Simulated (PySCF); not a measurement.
Compound: PbMe4, C4H12Pb.
Bonds: Pb1–C2, Pb1–C6, Pb1–C10, Pb1–C14. Hydrogens: H3, H4, H5 on C2; H7, H8, H9 on C6; H11, H12, H13 on C10; H15, H16, H17 on C14.

Computed with PySCF 2.14.0, PBE0-D3(BJ)/def2-SVP geometry optimisation, gas phase, def2 core potentials past Kr.

(1) How far are the bound atoms from Pb1?

(2) List the angles at Pb1.

(3) What is the shape at Pb1?

(4) What are the other bond lengths?

(5) What are the rotational constants (commonest isotopes, rigid rotor)?

Answers

(1) 4 atoms: C6 2.242 Å, C10 2.242 Å, C2 2.243 Å, C14 2.243 Å. The nearest atom not counted as bound is H12, at 2.81 Å (others tie with it).

(2) 
| angle | degrees | distance of the outer atoms (Å) |
| --- | --- | --- |
| C10–Pb1–C14 | 109.6 | 3.67 |
| C2–Pb1–C10 | 109.6 | 3.67 |
| C2–Pb1–C14 | 109.5 | 3.66 |
| C6–Pb1–C10 | 109.5 | 3.66 |
| C6–Pb1–C14 | 109.3 | 3.66 |
| C2–Pb1–C6 | 109.2 | 3.65 |

(3) Tetrahedral: angles from 109.2° to 109.6°; τ4 = (360° − α − β)/141° = 1.00 with α and β the two widest (0 for a square, 1 for a tetrahedron).

(4) C2–H3 and 11 like bonds 1.099 Å.

(5) A = 2255, B = 2253, C = 2247 MHz: a spherical top.

Point group: T (tolerance 0.08 Å). Charge 0, singlet. Not checked by PBE0-D3(BJ)/def2-SVP frequencies.

Time: 93 s; peak memory 0.56 GiB. Hardware: one thread of an Arm Neoverse V1, on a shared host. This is the geometry optimisation.
